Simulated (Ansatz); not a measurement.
The molecule ZnC, multiplicity 3 (lowest of 2S+1 = 1, 3 at CCSD(T)/def2-TZVPP on PBE0 minima; our sources give no spin for the ground state, which may be another). No spin–orbit coupling. Zn is treated without relativity.

The constants come from a fifth-degree fit in 1/R (seven points, main isotopes). In def2 and cc sets the state is the lowest found near the PBE0 minimum, followed along R.

The values were computed with Ansatz (Gaussian orbitals). Each number belongs to the level named beside it.

Problem. What bond length and harmonic frequency does PBE/def2-TZVPP give?

Solution. r_e = 1.966 Å, ω_e = 490 cm⁻¹.

Problem. What bond length and harmonic frequency does B3LYP/def2-TZVPP give?

Solution. r_e = 2.011 Å, ω_e = 437 cm⁻¹.

Problem. What bond length and harmonic frequency does CAM-B3LYP/def2-TZVPP give?

Solution. r_e = 1.989 Å, ω_e = 461 cm⁻¹.

Doubts at one or more of the structures used: a spin-contaminated determinant (CAM-B3LYP/def2-TZVPP).

Ansatz is a first-principles code.
